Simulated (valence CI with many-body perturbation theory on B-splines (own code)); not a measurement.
Results of a calculation; reference values are marked as such.
**Level structure of Bi LXXI**

Method: relativistic CI+MBPT: three valence electrons over a frozen Dirac-Fock core [Ne], a basis of 11 s, 11 p, 10 d, 8 f, 5 g, 2 h functions for each j, with the one-electron correlation potential Σ1 (screened to all orders), the two-electron term Σ2, the three-electron term Σ3, Breit, model QED; selected single and double excitations, second order for the rest, scaled by the run's own slope (own B-spline code, finite nucleus).

The last digits are not significant, and no measured levels were compared; by estimate large intervals hold to a few tenths of a per cent, small ones and those within an open d or f shell to about a per cent.

Levels 1 to 45 of 156, with energies above the lowest level, (3s^2 3p1/2) J=1/2. "Leading %" is the weight of the configuration and term that name the level; weights of strongly mixed levels are sums over their largest components and can fall short, so below about 35 % the name and the second component can differ from the true leading terms, or belong to a minority configuration. In the jj column 3d3/2^4 stands for four electrons in 3d with j = 3/2.

```
No.  Configuration  Term    J  E (× 10³ cm⁻¹)  Leading %                 Leading jj      g
  1         3s2.3p   2P°  1/2            0.00        100         3s^2 3p1/2 (100 %)  0.641
  2         3s.3p2    4P  1/2          1637.0         50         3s 3p1/2^2 (100 %)  2.061
  3         3s2.3p   2P°  3/2          5102.2         99          3s^2 3p3/2 (99 %)  1.316
  4         3s.3p2    4P  3/2          6446.6         88      3s 3p1/2 3p3/2 (99 %)  1.611
  5         3s.3p2    2D  5/2          6620.2         63      3s 3p1/2 3p3/2 (99 %)  1.325
  6         3s.3p2    2D  3/2          6801.1         44      3s 3p1/2 3p3/2 (77 %)  0.969
  7         3s.3p2    2P  1/2          6906.0         68      3s 3p1/2 3p3/2 (99 %)  1.279
  8         3s2.3d    2D  3/2          7301.6         76          3s^2 3d3/2 (76 %)  0.830
  9         3s2.3d    2D  5/2          8329.8         98          3s^2 3d5/2 (98 %)  1.188
 10       3s.3p.3d   4F°  3/2          8372.2         42      3s 3p1/2 3d3/2 (68 %)  0.837
 11       3s.3p.3d   4F°  3/2          8497.7         34       3p1/2^2 3p3/2 (50 %)  0.941
 12       3s.3p.3d   4F°  5/2          8583.9         40      3s 3p1/2 3d3/2 (99 %)  1.009
 13       3s.3p.3d   4D°  1/2          8837.6         55     3s 3p1/2 3d3/2 (100 %)  0.407
 14       3s.3p.3d   4D°  3/2          8921.1         28      3s 3p1/2 3d3/2 (83 %)  1.266
 15       3s.3p.3d   4P°  5/2          9708.9         38     3s 3p1/2 3d5/2 (100 %)  1.346
 16       3s.3p.3d   4F°  7/2          9850.5         39      3s 3p1/2 3d5/2 (99 %)  1.228
 17       3s.3p.3d   2F°  5/2          9943.7         50      3s 3p1/2 3d5/2 (99 %)  1.031
 18       3s.3p.3d   2P°  3/2          9981.0         38      3s 3p1/2 3d5/2 (95 %)  1.110
 19         3p2.3d    2D  3/2           10397         42       3p1/2^2 3d3/2 (99 %)  0.774
 20         3s.3p2    4P  5/2           11651         58          3s 3p3/2^2 (91 %)  1.413
 21         3p2.3d    2D  5/2           11673         32       3p1/2^2 3d5/2 (90 %)  1.207
 22         3s.3p2    2S  1/2           12006         68          3s 3p3/2^2 (99 %)  1.937
 23         3s.3p2    2P  3/2           12072         59          3s 3p3/2^2 (99 %)  1.186
 24            3p3   2D°  5/2           13424         61       3p1/2 3p3/2^2 (61 %)  1.180
 25            3p3   4S°  3/2           13484         49       3p1/2 3p3/2^2 (90 %)  1.424
 26            3p3   2P°  1/2           13640         68       3p1/2 3p3/2^2 (68 %)  0.991
 27       3s.3p.3d   4D°  3/2           13689         43      3s 3p3/2 3d3/2 (95 %)  1.264
 28       3s.3p.3d   4P°  1/2           13710         65      3s 3p3/2 3d3/2 (85 %)  1.837
 29       3s.3p.3d   4D°  5/2           13749         32      3s 3p3/2 3d3/2 (73 %)  1.186
 30       3s.3p.3d   2F°  7/2           13755         42      3s 3p3/2 3d3/2 (97 %)  1.208
 31       3s.3p.3d   2D°  3/2           14031         59      3s 3p3/2 3d3/2 (92 %)  0.989
 32       3s.3p.3d   2F°  5/2           14136         62      3s 3p3/2 3d3/2 (88 %)  0.971
 33       3s.3p.3d   2P°  1/2           14198         59      3s 3p3/2 3d3/2 (83 %)  0.611
 34       3s.3p.3d   4F°  9/2           14621        100     3s 3p3/2 3d5/2 (100 %)  1.316
 35       3s.3p.3d   2D°  5/2           14828         45      3s 3p3/2 3d5/2 (98 %)  1.339
 36       3s.3p.3d   2F°  7/2           14902         50      3s 3p3/2 3d5/2 (98 %)  1.254
 37       3s.3p.3d   2D°  3/2           14941         43      3s 3p3/2 3d5/2 (96 %)  1.135
 38       3s.3p.3d   2F°  7/2           15091         70      3s 3p3/2 3d5/2 (99 %)  1.192
 39       3s.3p.3d   2P°  1/2           15167         83      3s 3p3/2 3d5/2 (96 %)  0.728
 40         3p2.3d    2F  5/2           15244         48   3p1/2 3p3/2 3d3/2 (90 %)  0.944
 41       3s.3p.3d   2P°  3/2           15274         74      3s 3p3/2 3d5/2 (99 %)  1.295
 42       3s.3p.3d   2D°  5/2           15292         62      3s 3p3/2 3d5/2 (97 %)  1.112
 43         3p2.3d    4F  3/2           15322         41   3p1/2 3p3/2 3d3/2 (98 %)  0.890
 44         3p2.3d    4D  1/2           15349         80  3p1/2 3p3/2 3d3/2 (100 %)  0.169
 45         3p2.3d    2G  7/2           15396         54   3p1/2 3p3/2 3d3/2 (97 %)  1.007
```

The ionisation energy to 3s2 1S_0 of the next ion comes out as 8947.8 eV (NIST: 8950 ± 60 eV (theoretical)). All 156 levels together are meant to be complete up to 35214 × 10³ cm⁻¹.
